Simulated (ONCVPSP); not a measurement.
# An all-electron radial function and its pseudo partner (iron)

Columns: radius, all-electron u(r) and pseudo u(r) of the 3d shell (level -5.73 eV) of iron in the configuration [Ne] 3s2 3p6 3d6.5 4s1.5; LDA (Perdew-Zunger), scalar-relativistic, ONCV scheme, ONCVPSP 4.0.1.

| r (bohr) | all-electron | pseudo |
| --- | --- | --- |
| 0.082 | 0.0428 | 0.0051 |
| 0.165 | 0.1933 | 0.0397 |
| 0.248 | 0.3874 | 0.1236 |
| 0.330 | 0.5665 | 0.2581 |
| 0.413 | 0.7095 | 0.4330 |
| 0.495 | 0.8075 | 0.6187 |
| 0.578 | 0.8668 | 0.7901 |
| 0.660 | 0.8935 | 0.9185 |
| 0.742 | 0.8968 | 0.9930 |
| 0.825 | 0.8832 | 1.0129 |
| 0.908 | 0.8584 | 0.9874 |
| 0.990 | 0.8270 | 0.9331 |
| 1.072 | 0.7916 | 0.8662 |
| 1.155 | 0.7537 | 0.7983 |
| 1.238 | 0.7153 | 0.7375 |
| 1.320 | 0.6776 | 0.6864 |
| 1.402 | 0.6408 | 0.6433 |
| 1.485 | 0.6049 | 0.6052 |
| 1.568 | 0.5706 | 0.5705 |
| 1.650 | 0.5383 | 0.5382 |
| 1.733 | 0.5073 | 0.5072 |
| 1.815 | 0.4783 | 0.4783 |
| 1.898 | 0.4507 | 0.4507 |
| 1.980 | 0.4250 | 0.4250 |
| 2.062 | 0.4008 | 0.4008 |
| 2.145 | 0.3777 | 0.3777 |

(1) How many radial nodes do the two functions have?

(2) At about which radius was the pseudo-wave matched?

(3) Where does each function peak?

(4) Is the pseudo-wave norm-conserving?

Results:

(1) The all-electron 3d function has n − l − 1 = 0; the pseudo-wave has 0.

(2) 1.60 bohr. The columns agree to 0.0005 from 1.49 bohr on; several derivatives are matched, so the curves merge somewhat inside the radius.

(3) Outermost all-electron maximum near 0.74 bohr, pseudo maximum near 0.82 bohr (to the table’s step).

(4) Yes: the ONCV scheme keeps the norm inside the radius equal to the all-electron one, which fixes the energy derivative of the logarithmic derivative at the level.
